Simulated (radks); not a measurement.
These are the eigenvalues of the occupied orbitals of an atom or ion with whole-number occupations (eV). Calculated with a radial shooting solver on a logarithmic mesh with Libxc functionals: scalar-relativistic Kohn-Sham, PBE, spin-polarised, spherical densities, point nucleus.

1s up: -84970.04
1s down: -84969.97
2s up: -16531.34
2s down: -16526.38
2p up: -14498.97
2p down: -14494.89
3s up: -5242.159
3s down: -5239.504
3p up: -4653.303
3p down: -4650.363
3d up: -4047.685
3d down: -4043.388
4s up: -2322.220
4s down: -2309.498
4p up: -2107.215
4p down: -2094.675
4d up: -1869.501
7f up: -480.9804

Which element is it, and in what charge state? The configuration may be excited. Open shells, if any, are filled with parallel spins first.

Answer. Z = 80, mercury, charge +39: Hg39+ in [Kr] 4d4 7f1. The list shows which subshells hold electrons but not how many an open one holds; the 1s level, -3122.6 hartree, gives Z - s = 79.0 by -(Z - s)^2/2, which with screening and relativity narrows Z to a few neighbours, and the depths of the outer levels then fix element, charge and occupations together.
